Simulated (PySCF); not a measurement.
A species of formula C7H12 has this rotational fingerprint, computed with PBE0/def2-SVPD in PySCF (dipole) on a GFN2-xTB geometry, gas phase:

```
Rotational constants : A = 3087, B = 2059, C = 1558 MHz
Dipole components    : |μa| = 0.60 D, |μb| = 0.29 D, |μc| = 0.27 D
Inertial defect      : -84.80 u·Å²
κ                    : -0.34
```

Problem. Which candidate fits, each taken in the one conformer that was computed?
A. `[CH:1]#[C:2][CH2:3][C@@H:4]([CH3:5])[CH2:6][CH3:7]` with C2–C3–C4–C5 -66°, C3–C4–C6–C7 62°
B. `[CH3:1][C@@H:2]1[C@H:3]2[CH2:4][CH2:5][CH2:6][C@@H:7]12` with C1–C2–C3–C4 155°, C2–C3–C4–C5 48°, C3–C4–C5–C6 27°, C4–C5–C6–C7 -27°
C. `[CH2:1]=[CH:2][CH2:3]/[C:4]([CH3:5])=[CH:6]/[CH3:7]` with C1–C2–C3–C4 116°, C2–C3–C4–C5 -73°
D. `[CH2:1]=[CH:2][CH2:3][CH:4]=[C:5]([CH3:6])[CH3:7]` with C1–C2–C3–C4 -117°, C2–C3–C4–C5 -108°
E. `[CH2:1]=[CH:2][C@H:3]([CH3:4])[CH:5]1[CH2:6][CH2:7]1` with C1–C2–C3–C4 -119°, C2–C3–C5–C6 -153°

Solution. A. It is C#CC[C@@H](C)CC, an asymmetric top, point group C1. The candidates at the same level (rigid rotor, commonest isotopes):

```tsv
SMILES	A (MHz)	B (MHz)	C (MHz)	μa (D)	μb (D)	μc (D)	Δ (u·Å²)	point group	rotor
C[C@@H]1[C@H]2CCC[C@@H]12	5274	2128	1819	0.07	0.00	0.03	-55.46	Cs	asymmetric top
C=CCC=C(C)C	6011	1209	1104	0.62	0.26	0.00	-44.21	C1	near-prolate asymmetric top
C#CC[C@@H](C)CC	3087	2059	1558	0.60	0.29	0.27	-84.80	C1	asymmetric top
C=C[C@H](C)C1CC1	3905	1939	1439	0.29	0.21	0.08	-38.79	C1	asymmetric top
C=CC/C(C)=C/C	5850	1345	1216	0.32	0.10	0.05	-46.73	C1	near-prolate asymmetric top
```

`C=C[C@H](C)C1CC1` has A 27 % too high; `C[C@@H]1[C@H]2CCC[C@@H]12` has A 71 % too high; `C=CC/C(C)=C/C` has A 90 % too high; `C=CCC=C(C)C` has A 95 % too high. No structure here is proved a minimum.
